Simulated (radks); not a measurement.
Charge is removed step by step from the 3p (averaged over the sub-levels emptied) level of the bromine ion Br2+, starting from [Ar] 3d10 4s2 4p3. Method: Dirac Kohn-Sham, PBEsol, spin-unpolarised, spherical densities, point nucleus; open shells are shared between the two j in proportion to 2j + 1; computed with a radial shooting solver on a logarithmic mesh with Libxc functionals.

\begin{tabular}{lrrr}
removed (e) & E - E(0) (eV) & eigenvalue (eV) & E minus straight line (eV) \\ \hline
0 & 0.000 & -197.38 & 0.000 \\
0.1 & 19.875 & -200.13 & -1.271 \\
0.2 & 40.027 & -202.91 & -2.264 \\
0.3 & 60.459 & -205.71 & -2.979 \\
0.4 & 81.171 & -208.54 & -3.413 \\
0.5 & 102.17 & -211.38 & -3.563 \\
0.6 & 123.45 & -214.24 & -3.429 \\
0.7 & 145.01 & -217.12 & -3.007 \\
0.8 & 166.87 & -220.02 & -2.296 \\
0.9 & 189.02 & -222.94 & -1.295 \\
1 & 211.46 & -225.88 & 0.000 \\
\end{tabular}

Removing the whole electron costs 211.46 eV by Delta-SCF, against 197.38 eV from minus the eigenvalue at the starting occupation. Slater's transition state (half an electron removed) gives 211.38 eV. Integrating minus the eigenvalue over the occupation (Janak's theorem) gives 211.46 eV. The mean slope of the eigenvalue, de/dn, is 28.5 eV per electron.
